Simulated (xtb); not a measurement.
B(Me)(OAc)(OH) (C₃H₇BO₃), SMILES C(=O)(OB(C)O)C. All values are semi-empirical tight-binding results from xtb (GFN2-xTB unless named), good for trends rather than for accurate numbers. Geometry: GFN2-xTB. One conformer was computed; it need not be the lowest.

Optimised geometry:

```xyz
14

B     -0.1570     0.9841     0.7526
C      1.1190     0.7784     1.6620
H      1.1046    -0.1968     2.1425
H      1.1856     1.5417     2.4306
H      2.0295     0.8052     1.0683
O     -0.5314     0.1468    -0.3128
C      0.1154    -0.9391    -0.7609
C     -0.6382    -1.5850    -1.8971
O      1.1542    -1.3431    -0.3198
H     -0.0857    -2.4454    -2.2617
H     -0.7767    -0.8620    -2.6979
H     -1.6203    -1.8949    -1.5465
O     -0.9844     2.0129     0.9700
H     -1.7369     2.0731     0.3789
```

The orbital gap comes out as 4.71 eV and the dipole moment is 3.47 D. The zero-point energy is 65.9 kcal/mol and the G − E(el) at 298.15 K (modified RRHO) is 44.8 kcal/mol. The static polarisability (D4 model) is 62.2 bohr³. The solvation energy, GFN2-xTB/ALPB(water) comes out as -7.5 kcal/mol and the solvation energy, GFN2-xTB/ALPB(hexane) is -5.5 kcal/mol.

Give the IR lines (harmonic; lines under 4 % of the strongest left out, lines within 3 cm⁻¹ merged). (Estimate from the structure and the level; the computed values follow.)

ν (cm⁻¹): 656 (m), 883 (w), 894 (w), 972 (w), 1004 (w), 1149 (vs), 1198 (m), 1320 (m), 1363 (w), 1387 (w), 1791 (m) (against the strongest line: vs over 80 %, s over 45 %, m over 15 %, w over 4 %, vw less)

Give the atomic charges and the Wiberg bond orders between heavy atoms. (Estimate from the structure and the level; the computed values follow.)

charges (e) B1 0.45, C2 -0.20, H3 0.06, H4 0.05, H5 0.07, O6 -0.35, C7 0.36, C8 -0.15, O9 -0.39, H10 0.07, H11 0.08, H12 0.08, O13 -0.44, H14 0.31. Bond orders B1–C2 1.02, B1–O6 0.98, O6–C7 1.10, C7–C8 0.99, C7–O9 1.79, B1–O13 1.24.
